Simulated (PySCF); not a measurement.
Vertical excitations of a molecule CH₁₂N₂Si₃ from TDA-LC-ωPBE/def2-SVPD (PySCF), as energy in eV (oscillator strength): 7.16 (0.049), 7.31 (0.053), 7.48 (0.030), 7.59 (0.033), 7.96 (0.019), 8.13 (0.034). Lowest triplet (TDA): 6.42 eV. Geometry optimised at PBE0-D3(BJ)/def2-SVP. One conformer was computed; it need not be the lowest.

Question: Which molecule gave these data?
A) CN[SiH2]N([SiH3])[SiH3]
B) N[SiH2][Si@H](N)C[SiH3]
C) N[SiH](N)C[SiH2][SiH3]
D) C[Si@@H](N)[SiH2]N[SiH3]

Answer: C, N[SiH](N)C[SiH2][SiH3]
